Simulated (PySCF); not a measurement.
SnI, SMILES [Sn+][I] (connectivity only; charge and spin as stated), charge +1, multiplicity 1.

The structure is a stationary point at B3LYP-D3(BJ)/def2-TZVP. The multiplicity is an assumed one; other spin states were not compared. The def2 effective core potentials stand for the cores of I, Sn; spin–orbit coupling is left out.

Level of theory: C-PCM-PBE0/def2-SVP in PySCF.

The values are the electrostatic part of the solvation free energy, E(continuum) − E(gas) at the gas-phase geometry, in a cavity of scaled van der Waals radii (PySCF's table); cavitation and dispersion terms are not included. A continuum can't describe solvent molecules that bind to the metal. In vacuum the orbital gap is 4.66 eV.

Computed values in water (ε = 78.36), cyclohexanone (ε = 15.62), 2-propanol (ε = 19.26):
| solvent | ε | ΔG(elec) (kcal/mol) | gap (eV) |
|---|---|---|---|
| water | 78.36 | -59.8 | 4.96 |
| cyclohexanone | 15.62 | -56.6 | 4.94 |
| 2-propanol | 19.26 | -57.4 | 4.95 |
